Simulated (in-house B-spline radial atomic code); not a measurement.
Successive ionisation energies of bromine; each step leads to the configuration of the next row (after the last: [Ar] 3d3). NIST's values go from ground level to ground level; the uncertainty of those that are theory runs from under 0.1 % in few-electron ions to several per cent in heavy many-electron ones. Computed with a B-spline radial code for spherical atoms: non-relativistic Hartree-Fock, average of the configuration, point nuclei.

This level leaves out relativity, spin-orbit splitting included, which matters for heavy ions.

| ion | configuration | ionisation energy (eV) | tabulated value (eV) | tabulated kind | computed minus tabulated (eV) | highest orbital | largest mean radius (bohr) |
| --- | --- | --- | --- | --- | --- | --- | --- |
| Br | [Ar] 3d10 4s2 4p5 | 11.6 | 11.81381 | measured | -0.2 | 4p | 2.1116 |
| Br+ | [Ar] 3d10 4s2 4p4 | ? | ? | measured | ? | ? | ? |
| Br2+ | [Ar] 3d10 4s2 4p3 | 33.1 | 34.871 | measured | -1.8 | 4p | 1.875 |
| Br3+ | [Ar] 3d10 4s2 4p2 | ? | ? | measured | ? | ? | ? |
| Br4+ | [Ar] 3d10 4s2 4p1 | 58.2 | 59.595 | measured | -1.4 | 4p | 1.7176 |
| Br5+ | [Ar] 3d10 4s2 | 84.1 | 87.39 | measured | -3.3 | 4s | 1.5135 |
| Br6+ | [Ar] 3d10 4s1 | 100.3 | 103.03 | semi-empirical | -2.8 | 4s | 1.4691 |
| Br7+ | [Ar] 3d10 | 192.2 | 192.61 | measured | -0.4 | 3d | 0.57154 |
| Br8+ | [Ar] 3d9 | 228.0 | 224 | tabulated theory | 4.0 | 3d | 0.55587 |
| Br9+ | [Ar] 3d8 | 265.7 | 261 | tabulated theory | 4.7 | 3d | 0.54812 |
| Br10+ | [Ar] 3d7 | 305.1 | 301 | tabulated theory | 4.1 | 3d | 0.54037 |
| Br11+ | [Ar] 3d6 | ? | ? | tabulated theory | ? | ? | ? |
| Br12+ | [Ar] 3d5 | 389.1 | 393 | tabulated theory | -3.9 | 3d | 0.52815 |
| Br13+ | [Ar] 3d4 | 433.7 | 436 | tabulated theory | -2.3 | 3d | 0.52202 |

Task: Fill in the row of Br+.

Result: ionisation energy (eV): 21.8; tabulated value (eV): 21.591; computed minus tabulated (eV): 0.2; highest orbital: 4p; largest mean radius (bohr): 1.9785.

Task: Fill in the row of Br3+.

Result: ionisation energy (eV): 45.2; tabulated value (eV): 47.782; computed minus tabulated (eV): -2.6; highest orbital: 4p; largest mean radius (bohr): 1.79.

Task: Fill in the row of Br11+.

Result: ionisation energy (eV): 346.3; tabulated value (eV): 338; computed minus tabulated (eV): 8.3; highest orbital: 3d; largest mean radius (bohr): 0.53426.

Task: Where is the largest jump?

Result: From Br6+ to Br7+, by a factor of 1.92 (100.28 to 192.21 eV); the highest orbital goes from 4s to 3d.

Task: How far is this level of theory from the measured and semi-empirical values?

Result: Over those 8 rows the differences run from -3.33 to +0.206 eV (mean absolute value 1.6 eV). The calculation leaves out relativity, correlation and, in open shells, the multiplet splittings that an average leaves out.
